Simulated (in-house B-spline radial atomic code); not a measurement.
In²⁺. Computed with a B-spline radial atomic code. Model: non-relativistic spherical atom: semilocal Troullier-Martins pseudo-atom, one channel per l, against all electrons, high spin, G0W0 and RPA with empty states to l = 8, local potential for every l without a channel, a model core (radius 0 = none) keeps its share of the functional.

Without relativity these are model numbers for so heavy an element.

What the tables leave out is listed at the end.

The pseudopotential gives back the lowest level of each angular momentum of its own functional in the configuration it was made in; a second state of the same l is only approximately right. Exact exchange, RPA and GW see the smooth pseudo-orbitals and miss the exchange with the core, for which the functional's share stands in. The column with an uncorrelated core keeps all orbitals and exact exchange, and so separates missing core correlation from pseudisation. Only the three outermost levels and the lowest empty one were computed. RPA here is direct RPA, with no exchange kernel, and its energies carry an (l + 1/2)⁻⁴ tail. A hybrid on a potential with a model core restores only its own semilocal share of the core's exchange.

Command:
```bash
python run_psgw.py task.json out
```
Settings (lengths in bohr, energies in hartree):
```
Z                      49
electrons              47
configuration          [Kr] 4d10 5s1
generated_in           [Kr] 4d10 5s2 5p1
functional             pbe,pbe
core_shells            7
radius_factor          0.8
core_correction        True
ion_configuration      [Kr] 4d10
```

Run time, properties included: 68 s on 1 thread of Arm Neoverse N1, on a shared host.

Given: made with PBE; model core radius 0.576 bohr; local radius 0.833 bohr; mean-field start PBE.

Valence shells of the generating configuration: 4p, 4d, 5s, 5p.

Channel: s 1.802, p 0.662, d 0.747 (radii in bohr).

Computed: largest level miss in the spin-unpolarised generating configuration 0.135 eV; valence RPA correlation energy all-electron orbitals -1.0823 hartree; all-electron RPA polarisability, core included 12.013 bohr³; pseudo-atom RPA polarisability 12.034 bohr³; ionisation by mean-field pseudo minus all 0.144 eV; ionisation by RPA all-electron 27.475 eV; ionisation by RPA pseudo minus all 1.62 eV.

```json
{"level": "5s up", "occupied": "1", "mean-field all-electron (eV)": "-23.122", "mean-field pseudo minus all (eV)": "-0.12", "G0W0 all-electron (eV)": "-27.595", "G0W0 uncorrelated core minus all (eV)": "-0.02", "G0W0 pseudo minus all (eV)": "-1.417", "exchange self-energy all-electron (eV)": "-14.303", "exchange self-energy pseudo (eV)": "-14.935"}
{"level": "4d down", "occupied": "1", "mean-field all-electron (eV)": "-37.215", "mean-field pseudo minus all (eV)": "-0.129", "G0W0 all-electron (eV)": "-45.015", "G0W0 uncorrelated core minus all (eV)": "0.106", "G0W0 pseudo minus all (eV)": "0.756", "exchange self-energy all-electron (eV)": "-42.912", "exchange self-energy pseudo (eV)": "-35.161"}
{"level": "5s down (empty)", "occupied": "0", "mean-field all-electron (eV)": "-22.06", "mean-field pseudo minus all (eV)": "-0.127", "G0W0 all-electron (eV)": "-18.369", "G0W0 uncorrelated core minus all (eV)": "-0.017", "G0W0 pseudo minus all (eV)": "-1.416", "exchange self-energy all-electron (eV)": "-4.1857", "exchange self-energy pseudo (eV)": "-4.8865"}
```

What is the valence RPA correlation energy pseudo?

-1.3422 hartree.

What is the ionisation by mean-field all-electron?

27.388 eV.

Given: mean-field start PBE0.

Computed: valence RPA correlation energy all-electron orbitals -1.0319 hartree; valence RPA correlation energy pseudo -1.2751 hartree; all-electron RPA polarisability, core included 10.716 bohr³; pseudo-atom RPA polarisability 9.8814 bohr³; ionisation by mean-field all-electron 27.045 eV; ionisation by RPA pseudo minus all 1.757 eV.

```json
{"level": "5s up", "occupied": "1", "mean-field all-electron (eV)": "-23.924", "mean-field pseudo minus all (eV)": "-0.653", "G0W0 all-electron (eV)": "-27.467", "G0W0 uncorrelated core minus all (eV)": "-0.017", "G0W0 pseudo minus all (eV)": "-1.617", "exchange self-energy all-electron (eV)": "-14.131", "exchange self-energy pseudo (eV)": "-15.567"}
{"level": "4d down", "occupied": "?", "mean-field all-electron (eV)": "?", "mean-field pseudo minus all (eV)": "?", "G0W0 all-electron (eV)": "?", "G0W0 uncorrelated core minus all (eV)": "?", "G0W0 pseudo minus all (eV)": "?", "exchange self-energy all-electron (eV)": "?", "exchange self-energy pseudo (eV)": "?"}
{"level": "4d up", "occupied": "1", "mean-field all-electron (eV)": "-39.987", "mean-field pseudo minus all (eV)": "0.156", "G0W0 all-electron (eV)": "-45.559", "G0W0 uncorrelated core minus all (eV)": "0.106", "G0W0 pseudo minus all (eV)": "0.654", "exchange self-energy all-electron (eV)": "-42.975", "exchange self-energy pseudo (eV)": "-35.482"}
{"level": "5s down (empty)", "occupied": "0", "mean-field all-electron (eV)": "-20.631", "mean-field pseudo minus all (eV)": "-0.615", "G0W0 all-electron (eV)": "-18.18", "G0W0 uncorrelated core minus all (eV)": "-0.014", "G0W0 pseudo minus all (eV)": "-1.365", "exchange self-energy all-electron (eV)": "-3.9074", "exchange self-energy pseudo (eV)": "-5.0853"}
```

What belongs in the row 4d down?

occupied: 1; mean-field all-electron (eV): -39.753; mean-field pseudo minus all (eV): 0.239; G0W0 all-electron (eV): -45.323; G0W0 uncorrelated core minus all (eV): 0.112; G0W0 pseudo minus all (eV): 0.868; exchange self-energy all-electron (eV): -42.99; exchange self-energy pseudo (eV): -35.176.

What is the ionisation by RPA all-electron?

27.338 eV.

What is the ionisation by mean-field pseudo minus all?

0.745 eV.

Among the listed levels the largest G0W0 shift of the pseudo-atom is -1.62 eV, for 5s up on the PBE0 start, while leaving the core uncorrelated moves that level by -0.02 eV. So pseudisation and the lost core exchange, not the missing core correlation, make the error. Not in the tables (levels of low weight, unsolved or above zero; the highest and the empty levels are kept at any weight): on PBE the G0W0 levels 4d up (pseudo minus all +0.67 eV, weights 0.83 and 0.78); no Hartree-Fock pseudo-atom is run with a model core.
